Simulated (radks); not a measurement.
Values are calculated unless marked as measured or tabulated.
Question: These are the eigenvalues of the occupied orbitals of an atom or ion with whole-number occupations (eV). Level of theory: scalar-relativistic Kohn-Sham, PBEsol, spin-unpolarised, spherical densities, point nucleus (a radial shooting solver on a logarithmic mesh with Libxc functionals).

| orbital | eigenvalue |
|---|---|
| 1s | -45010.93 |
| 2s | -7323.534 |
| 2p | -6541.449 |
| 3s | -1601.455 |
| 3p | -1355.922 |
| 3d | -1019.277 |
| 4s | -322.9846 |
| 4p | -242.4119 |
| 4d | -128.6540 |
| 5s | -47.9849 |
| 5p | -28.7523 |
| 6s | -8.3085 |
| 4f | -8.2022 |

Which element is it, and in what charge state? The configuration may be excited.

Answer: Z = 61, promethium, charge +1: Pm+ in [Xe] 4f5 6s1. The list shows which subshells hold electrons but not how many an open one holds; the 1s level, -1654.1 hartree, gives Z - s = 57.5 by -(Z - s)^2/2, which with screening and relativity narrows Z to a few neighbours, and the depths of the outer levels then fix element, charge and occupations together.
